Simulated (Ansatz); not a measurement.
Gas-phase electronic energies from Ansatz, PBE0-D4/def2-TZVP geometries. CBS: MP2 limit from def2 TZ/QZ plus the TZ coupled-cluster correction, frozen cores. This one scheme is used for every species. DFT in def2-TZVPP. B3LYP here is the variant with VWN-RPA as its local correlation; programs differ in this. For Ga outer-core shells are correlated without core-valence functions, which leaves a few kJ/mol of doubt a bond. Scalar relativity is left out up to krypton. Each species was taken in one conformer, which may not be the lowest.

Reaction (hydrogenolysis of a Ga–S bond): `[SH][Ga]([SH])[SH]` + H₂ → `[SH][GaH][SH]` + H₂S

CCSD(T)/CBS gives +69.2 kJ/mol.

Problem. Another level gave +67.3 kJ/mol. Which?
A. PBE/def2-TZVPP
B. B97M-V/def2-TZVPP
C. B3LYP-D4/def2-TZVPP
D. revPBE-D4/def2-TZVPP

Solution. C. B3LYP-D4 67.3, B97M-V 57.8, PBE 62.8, revPBE-D4 73.2 kJ/mol.

Largest T1 diagnostic among the species: 0.013.

At CCSD(T), def2-SVP lies −9.7 kJ/mol from the extrapolated value and def2-TZVPP −2.7 kJ/mol. The D4 term adds +10.9 kJ/mol with B3LYP and +6.0 kJ/mol with PBE0; it sums over pairs of atoms, weighted by their polarisabilities, and B3LYP, whose exchange is more repulsive, gets the larger term. In def2-TZVPP, CCSD(T) changes the Hartree–Fock value by +17.0 kJ/mol (the triples alone add +5.2 kJ/mol) and MP2 by +27.5 kJ/mol.
